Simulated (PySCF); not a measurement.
# Hartree-Fock beside MP2: AlBH2NO

All numbers below are calculated, not measured. They come from PySCF 2.14.0, an open-source quantum chemistry program, on an isolated molecule that a program drew, which may never have been made. The molecule is AlBH2NO (charge 0, doublet), drawn as the SMILES string `N[B][Al]=[O]`.

The geometry was optimised and harmonic frequencies were computed with HF and MP2, all in the cc-pV(D+d)Z basis, for the commonest isotopes, with a restricted reference for singlets and an unrestricted one otherwise, and a frozen core in MP2. Each result is a local minimum of its method.

Geometry at the HF minimum:
```xyz
6
AlBH2NO, angstrom
N    -1.8468    1.2184   -0.2088
B    -2.8230    0.3738   -0.6619
Al   -3.7601   -0.2592   -2.4127
O    -4.5771   -0.8542   -3.6221
H    -1.6177    1.2998    0.7635
H    -1.2932    1.8110   -0.7973
```

Lengths of the bonds as drawn, in Å (atoms numbered as above):
| bond | HF | MP2 |
|---|---|---|
| N1-B2 | 1.368 | 1.379 |
| B2-Al3 | 2.084 | 2.081 |
| Al3-O4 | 1.576 | 1.633 |
| N1-H5 | 1.002 | 1.018 |
| N1-H6 | 1.002 | 1.018 |

Rotational constants, in GHz:
```
constant     HF    MP2
       A  120.6  118.3
       B  2.228  2.181
       C  2.187  2.141
```

Harmonic frequencies in cm^-1, each column in rising order, so a row needn't be the same motion in every method:
| rank | HF | MP2 |
|---|---|---|
| 1 | 120 | 108 |
| 2 | 157 | 135 |
| 3 | 263 | 239 |
| 4 | 448 | 433 |
| 5 | 468 | 440 |
| 6 | 641 | 613 |
| 7 | 996 | 916 |
| 8 | 1192 | 1039 |
| 9 | 1461 | 1416 |
| 10 | 1738 | ? |
| 11 | 3768 | 3569 |
| 12 | 3863 | 3673 |

**Estimate the missing MP2 frequency from the HF column.**

A single factor s that minimises the squared misfit of MP2 against s times HF over the other rows is sum(HF x MP2) / sum(HF^2) = 0.9462, with an rms misfit of 31 cm^-1. For rank 10 it gives 0.9462 x 1738 = 1644 cm^-1. The calculation gives 1607 cm^-1, 37 cm^-1 below the estimate. The drawn bonds are on average 1.5 % longer in MP2 than in HF.
